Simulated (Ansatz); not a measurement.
Basis-set extrapolation for C6H12O, SMILES `CCCCC(C)=O` (PBE0-D4/def2-TZVP geometry, frozen core, Ansatz 0.2.0). Multiplicity 1, RHF reference.

```tsv
	def2-TZVPP	def2-QZVPP
HF	-309.186981	-309.201347
MP2 correlation	-1.261112	-1.344095
CCSD(T) correlation	-1.376102	not run
```

Energies in hartree. Use E(X) = E(∞) + A·exp(−7.88·√X) for Hartree–Fock and E(X) = E(∞) + B·X^(−2.97) for correlation, with X = 3 and 4, and add CCSD(T) minus MP2 of the smaller set to the MP2 limit.

**Question.** What is the CCSD(T) energy at the basis-set limit?

**Answer.** HF limit: -309.201347 + (-0.014366) × 0.13774 = -309.20333. MP2 limit: -1.344095 + (-0.082983) × 0.74074 = -1.40556. Higher-order term: -1.376102 − (-1.261112) = -0.11499. Total: -310.72388 hartree, 422.2 kJ/mol below CCSD(T)/def2-TZVPP.
